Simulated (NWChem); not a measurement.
System: SiNH2Cl3; SMILES Cl[Si](Cl)(Cl)N

```xyz
7

N     -0.2649     1.9553     0.0000
Si    -0.0294     0.2768     0.0000
Cl    -0.8939    -0.4945    -1.6868
Cl    -0.8939    -0.4945     1.6868
Cl     1.9347    -0.3379     0.0000
H     -0.1161     2.4970    -0.8440
H     -0.1161     2.4970     0.8440
```
Atoms are numbered in this order, from 1.

Results from NWChem. Pople sets run with spherical d functions. Coordinates come from a PBE0/def2-SVP optimisation.

Task: Taking PBE0/6-311++G** as the yardstick, which of these has the fewest basis functions while keeping “highest occupied level (eV)” within 0.2 eV of it: PBE0/6-311G**; PBE0/6-31G*; PBE0/6-31+G*; PBE0/3-21G; PBE0/STO-3G?

Result: PBE0/3-21G.
```json
[
 {"level": "PBE0/STO-3G", "basis functions": "43", "highest occupied level (eV)": "-6.09"},
 {"level": "PBE0/3-21G", "basis functions": "65", "highest occupied level (eV)": "-8.56"},
 {"level": "PBE0/6-31G*", "basis functions": "90", "highest occupied level (eV)": "-8.37"},
 {"level": "PBE0/6-31+G*", "basis functions": "110", "highest occupied level (eV)": "-8.48"},
 {"level": "PBE0/6-311G**", "basis functions": "134", "highest occupied level (eV)": "-8.52"},
 {"level": "PBE0/6-311++G**", "basis functions": "156", "highest occupied level (eV)": "-8.52"}
]
```

The yardstick is one finite set, not the basis-set limit.
